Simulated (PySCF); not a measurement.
# ORD: `N#C[C@H]1[SiH2]NC[C@@H]1F`, C$_{4}$H$_{7}$FN$_{2}$Si

Geometry (Å), atoms numbered from 1 in this order:
```xyz
15

N     2.3515   -1.5378    1.1821
C     1.4985   -1.3012    0.4557
C     0.4193   -0.9870   -0.4206
Si   -1.2405   -0.8676    0.5499
N    -1.0354    0.8176    0.7405
C     0.0837    1.4258    0.0534
C     0.5784    0.4235   -0.9836
F    -0.2106    0.5266   -2.1140
H     0.4008   -1.7104   -1.2363
H    -2.3468   -1.2667   -0.3216
H    -1.1838   -1.6140    1.8026
H    -1.6013    1.4468    1.2811
H    -0.2198    2.3492   -0.4504
H     0.9001    1.6568    0.7503
H     1.6015    0.6464   -1.3110
```

Computed, not measured: PySCF, TDDFT CAM-B3LYP/def2-SVPD circular dichroism and optical rotation, one conformer, gas phase. Geometry: GFN2-xTB.

The molecule is flexible and this is one conformer; a measurement averages over conformers.

Stereocentres: C3 R, C7 S.

Problem. Give the optical rotatory dispersion at 633, 589.3, 546, 436, 405, 365, 355 nm.

Solution. [α] in deg dm⁻¹ (g/mL)⁻¹:
| λ (nm) | origin-invariant length gauge | modified velocity gauge | length gauge (centre of mass) | isotropic polarisability (au) |
| --- | --- | --- | --- | --- |
| 633 | +44.3 | +39.7 | +46.0 | 80.6 |
| 589.3 | +51.6 | +46.2 | +53.5 | 80.9 |
| 546 | +60.7 | +54.4 | +63.0 | 81.2 |
| 436 | +98.7 | +88.2 | +102.6 | 82.6 |
| 405 | +115.5 | +103.0 | +120.2 | 83.2 |
| 365 | +143.0 | +126.9 | +149.2 | 84.3 |
| 355 | +150.9 | +133.6 | +157.6 | 84.7 |

Problem. And for the mirror image at 589.3 nm?

Solution. -51.6 deg dm⁻¹ (g/mL)⁻¹ (origin-invariant length gauge): the same size and the opposite sign.

Problem. What is the molar rotation [Φ] = [α]·M/100 of the geometry above at 589.3 nm?

Solution. With M = 130.20 g/mol, +67.2 deg cm² dmol⁻¹ (origin-invariant length gauge).

The first excitation lies at 5.92 eV (209 nm) with R = -9.2 × 10⁻⁴⁰ esu² cm² (velocity form).
